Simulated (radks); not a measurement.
Q: The zinc ion Zn+, [Ar] 3d10 4s1. All-electron calculation, non-relativistic Kohn-Sham, PBE, spin-polarised, spherical densities, point nucleus. Program: a radial shooting solver on a logarithmic mesh with Libxc functionals. Every spin shell is full or empty, so the densities are truly spherical. Functionals are evaluated on that one density, not self-consistently. Rank these orbital-free kinetic functionals by their error against the exact value of the orbitals, and give that value: Thomas-Fermi, von Weizsacker, TF + vW, TF + vW/9, TF + vW/5, LC94, LKT, PG1, DePristo-Kress, Ernzerhof.

A: Exact: 1777.61 hartree. From best to worst, with 100 (|E| - |E exact|)/|E exact| (equal figures are ties): LC94 -0.11, DePristo-Kress -0.19, Ernzerhof -0.48, TF + vW/9 -0.87, TF + vW/5 +3.52, Thomas-Fermi -6.35, PG1 +18.50, LKT +23.36, TF + vW +43.01, von Weizsacker -50.63.
